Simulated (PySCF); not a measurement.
An unknown shows these calculated signals:

1H NMR (500 MHz, computed): δ 5.68 (q, 2H), 5.20 (t, 2H), 4.10 (t, 3H), 3.45 (t, 3H), -0.09 (m, 2H).

13C{1H} NMR (computed): δ -5.6 (CH2).

No solvent model, non-relativistic, one conformer, equivalent nuclei averaged. Geometry: GFN2-xTB; GIAO PBE0/pcSseg-1 shieldings; PySCF.

Shifts are taken against calculated references (same method and geometry level): 1H (σref 31.72) and 13C (σref 186.93) against TMS.

**Question.** Which of these does the molecule contain: an amide, an N-methyl group, a Si–H bond, an OH group?

**Answer.** 
- An amide: no.
- An N-methyl group: no.
- A Si–H bond: yes (δH 4.10 (t)).
- An OH group: no.

The data belong to `[SiH3]C[SiH2]O[SiH2][SiH3]`, CH12OSi4; they needn't prove each group on their own.

Carbon signals by region: 1 below 50 ppm.

Shifts are as computed. Against solution values, carbons near 30 ppm lie about +3 ppm off and those near 130 ppm about +5 ppm. Of 1211 compounds with measured shifts, 218 miss one by over three times the rms of a fit or turn the order of signals round; such compounds aren't used in these exercises. No couplings were computed; multiplicities are counted from neighbouring protons, with m where these are inequivalent, close in shift, in a saturated or five-membered ring or joined by F or P, and br s for small geminal =CH2 splittings.
